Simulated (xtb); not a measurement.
C2H6Al, charge +1, singlet, at a GFN2-xTB geometry (such geometries of metal compounds can be far from the true shape).

Here is a job for xtb.
```
$ xtb mol.xyz --gfn 2 --chrg 1 --vomega --json

# file mol.xyz
9

Al    -0.00000000     0.00000000    -0.00000000
C      1.50720605     0.20042735    -1.23909353
H      2.19275998    -0.66045124    -1.17828475
H      2.09155963     1.10777030    -1.01536712
H      1.16035750     0.27671081    -2.28248740
C     -1.50720605    -0.20042735     1.23909353
H     -2.07340287    -1.12374067     1.03486934
H     -2.20884983     0.64552472     1.15629899
H     -1.16242441    -0.24581393     2.28497092
```

Q: What does this run give for the vertical ionisation energy (with the method's empirical shift), vertical electron affinity (with the method's empirical shift)?

A: 
The vertical ionisation energy (with the method's empirical shift) is 14.49 eV. The vertical electron affinity (with the method's empirical shift) is 4.54 eV.
